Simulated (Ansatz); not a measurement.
CH₈ClNOSi₂ (`CN([SiH2]O)[SiH2]Cl`) at its PBE0-D4/def2-TZVP geometry, where that method's forces vanish. Charge 0, multiplicity 1.

```xyz
14

C     1.0109   -1.2608   -0.6803
N     0.0038   -0.3703   -0.1035
Si    0.2275    0.1360    1.5403
O    -0.5509    1.5599    1.7774
Si   -1.1747    0.3607   -1.0996
Cl   -0.6057    2.2606   -1.7234
H     2.0051   -0.8025   -0.6849
H     0.7532   -1.5142   -1.7110
H     1.0735   -2.2005   -0.1231
H    -0.3772   -0.8007    2.5157
H     1.6975    0.2187    1.7658
H    -0.2917    2.3090    1.2356
H    -1.3227   -0.4488   -2.3300
H    -2.4486    0.5530   -0.3789
```

Q: What forces (eV/Å) does ωB97M-V/def2-TZVPP give on these atoms in Ansatz 0.2.0? (Best estimate.)

A: The calculation gave: 
```
C1   0.218 -0.196 -0.122
N2  -0.148  0.149  0.085
Si3  0.152 -0.217  0.167
O4  -0.038  0.119 -0.038
Si5 -0.214 -0.099 -0.070
Cl6  0.021  0.038 -0.001
H7  -0.083 -0.038  0.002
H8   0.029  0.012  0.077
H9   0.000  0.075 -0.047
H10  0.072  0.105 -0.110
H11 -0.159 -0.011 -0.030
H12 -0.017 -0.003  0.027
H13  0.016  0.091  0.145
H14  0.151 -0.026 -0.084
```
